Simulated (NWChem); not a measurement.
System: InH2Br; SMILES [Br][InH2]

Results from NWChem. The geometry was optimised at PBE0/def2-SVP. def2 effective core potentials on In; no spin-orbit coupling. Vertical excitations in the gas phase; the lowest state need not have the same character in each row.

```
level                            lowest excitation, singlet (eV)  oscillator strength of that lowest state  lowest state with f > 0.02, singlet (eV)  oscillator strength of that bright state  orbital gap (eV)
-------------------------------  -------------------------------  ----------------------------------------  ----------------------------------------  ----------------------------------------  ----------------
PBE/def2-SVPD, full TDDFT                                   3.87                                     0.000                                      4.57                                     0.034              3.83
B3LYP/def2-SVPD, full TDDFT                                  ___                                     0.000                                       ___                                     0.030               ___
BHandHLYP/def2-SVPD, full TDDFT                             4.93                                     0.000                                      5.63                                     0.025              7.49
```

Task: Complete the blanks.

Result: 
- B3LYP/def2-SVPD, full TDDFT, lowest excitation, singlet (eV): 4.25
- B3LYP/def2-SVPD, full TDDFT, lowest state with f > 0.02, singlet (eV): 4.92
- B3LYP/def2-SVPD, full TDDFT, orbital gap (eV): 5.24
